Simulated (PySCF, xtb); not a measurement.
CH6GeO3, SMILES C[O][GeH]([OH])[OH].

GFN2-xTB (xtb) at its own geometry gives an orbital gap of 8.00 eV and a dipole moment of 1.34 D.

Geometry: B3LYP-D3(BJ)/def2-SVP. The structure was generated by enumeration, and PubChem lists no compound with its InChIKey, so it may never have been made. Other conformers were not sampled.

Task: What does HF/def2-TZVP in PySCF give? (The exact figures need the calculation; the answer reports its results.)

Result: gap 15.77 eV (levels -12.29 and 3.49 eV), dipole 1.72 D.
